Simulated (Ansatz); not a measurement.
`F[SiH](Cl)[SiH2][SiH3]` + `O[SiH2]S` → `O[SiH2]S[SiH2][SiH3]` + `F[SiH2]Cl`  (cleavage of the Si–Si bond)

Isolated molecules relaxed with PBE0-D4/def2-TZVP in Ansatz; ΔE leaves out vibrations. CBS: MP2 limit from def2 TZ/QZ plus the TZ coupled-cluster correction, frozen cores. This one scheme is used for every species. Functionals use def2-TZVPP. Each species was taken in one conformer, which may not be the lowest.

`F[SiH](Cl)[SiH2][SiH3]`:

Z-matrix (Å, degrees):
```
Si
Cl 1 2.048
Si 1 2.337 2 110.6
F 1 1.598 2 107.8 3 -119.4
H 1 1.482 2 107.3 3 125.6
Si 3 2.340 1 110.0 2 -173.3
H 3 1.488 1 108.6 2 -51.5
H 3 1.489 1 107.3 2 66.4
H 6 1.486 3 109.6 1 62.9
H 6 1.487 3 110.5 1 -176.6
H 6 1.487 3 109.3 1 -56.6
```

`O[SiH2]S`:

Z-matrix (Å, degrees):
```
Si
S 1 2.133
O 1 1.642 2 113.5
H 1 1.478 2 111.7 3 117.8
H 1 1.484 2 102.9 3 -122.0
H 2 1.344 1 94.6 3 -65.2
H 3 0.959 1 117.2 2 -51.2
```

`O[SiH2]S[SiH2][SiH3]`:

```xyz
13

O     2.468    0.602   -1.906
Si    1.024    1.184   -1.395
S    -0.602   -0.157   -1.744
Si   -0.430   -1.256    0.091
Si   -1.577   -0.172    1.817
H     2.769   -0.235   -1.548
H     0.776    2.398   -2.199
H     1.055    1.479    0.061
H     1.012   -1.428    0.434
H    -1.003   -2.604   -0.163
H    -3.017   -0.089    1.458
H    -1.436   -0.922    3.095
H    -1.039    1.201    1.997
```

`F[SiH2]Cl`:

```xyz
5

F    -0.360    0.086   -1.549
Si    0.058   -0.102   -0.027
Cl   -0.696    1.446    1.058
H     1.531   -0.069    0.055
H    -0.534   -1.361    0.464
```

| level | ΔE (eV) |
| --- | --- |
| PBE | -0.45 |
| PBE0 | -0.51 |

Q: What does CCSD(T)/CBS give? (Estimate.)

A: The calculation gave: -0.63 eV. The listed levels differ from it by 0.18, 0.12 eV.

Largest T1 diagnostic among the species: 0.012.

The D4 term adds −0.06 eV with B3LYP and −0.03 eV with PBE0; it sums over pairs of atoms, weighted by their polarisabilities, and B3LYP, whose exchange is more repulsive, gets the larger term. From PBE to PBE0 (25 % exact exchange), in def2-TZVPP and without D4, ΔE moves by −0.06 eV.

B3LYP here is the variant with VWN-RPA as its local correlation; programs differ in this.
